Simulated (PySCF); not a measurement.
## C₃H₉F₂NSi₂: full NMR table

| Item | Value |
| --- | --- |
| Formula | C3H9F2NSi2 |
| SMILES | FC(F)/C=C/[SiH2]N[SiH3] |
| Point group of the computed structure | C1 |
| Degrees of unsaturation | 1 |
| Carbon signals | 3 |
| Proton signals | 6 |

Numbering as in the mapped SMILES `[F:1][CH:2]([F:3])/[CH:4]=[CH:5]/[SiH2:6][NH:7][SiH3:8]`. Hydrogens are named by the atom that carries them.

PySCF 2.14 calculation with shielding tensors at PBE0/pcSseg-1 (GIAO) and coordinates at the GFN2-xTB level; one conformer, relativity neglected, in vacuum, one averaged value for each set of equivalent atoms.

References, each an isolated molecule treated in the same way: TMS for 1H (σ = 31.72 ppm), 13C (σ = 186.93 ppm), 29Si (σ = 349.16 ppm); 19F (σ = 170.95 ppm) against CFCl3; NH3 for 15N (σ = 267.73 ppm).

```tsv
carbon	δC, type	δH (multiplicity)	HMBC from (2–3 bonds)	span of the C tensor (ppm)
C2	124.2, CH	6.15 (m)	H(C4), H(C5)	16
C4	150.8, CH	6.62 (m)	H(C5), H(C2), H(Si6)	232
C5	142.7, CH	6.39 (m)	H(C4), H(C2), H(Si6)	233
```

Other nuclei:
| atoms | nucleus | environment | δ (ppm) | σ (ppm) |
| --- | --- | --- | --- | --- |
| H(Si6) | 1H | hydrogen on a silicon bonded to C, N | 5.15 | 26.56 |
| H(Si8) | 1H | hydrogen on a silicon bonded to N | 4.80 | 26.92 |
| H(N7) | 1H | hydrogen on a nitrogen bonded to 2 Si | -0.63 | 32.35 |
| F1/F3 | 19F | fluorine of a CF2 group | -125.5 | 296.5 |
| Si6 | 29Si | silicon bonded to C, N, 2 H | -35.4 | 384.6 |
| Si8 | 29Si | silicon bonded to N, 3 H | -55.2 | 404.4 |
| N7 | 15N | nitrogen bonded to 2 Si, H | -2.1 | 269.8 |

- Carbon types of the structure: 3 × CH, leaving 6 H on heteroatoms.
- δC 150.8, 142.7: alkene CH; an sp2 carbon of a C=C bond.
- δC 124.2: allylic sp3 CH bonded to 2 F; 2 electronegative neighbours deshield it.
- δH 6.62, 6.39: hydrogen on an alkene CH; olefinic region.
- δH 6.15: hydrogen on an allylic sp3 CH bonded to 2 F; its carbon carries F, hence the downfield position.
- δH -0.63: hydrogen on a nitrogen bonded to 2 Si; exchangeable; this is the value without hydrogen bonding to other molecules.

Exchangeable OH/NH protons stand at their gas-phase positions; hydrogen bonding in a real sample shifts them, mostly to higher δ. Splittings by 19F in the carbon and heteronuclear signals aren't shown, as no couplings were computed. Shifts are as computed. Against solution values, carbons near 30 ppm lie about +3 ppm off and those near 130 ppm about +5 ppm. Of 1211 compounds with measured shifts, 218 miss one by over three times the rms of a fit or turn the order of signals round; such compounds aren't used in these exercises. Unscaled 19F shifts against computed CFCl3 carry errors that often reach 10 to 50 ppm. Experimental scales use liquid or dissolved standards, which lie at an offset from isolated NH3 (liquid NH3: subtract about 20 ppm). Multiplicities follow the n + 1 count of equivalent neighbours, as no J values were calculated; m marks all less simple cases, F and P coupling included.
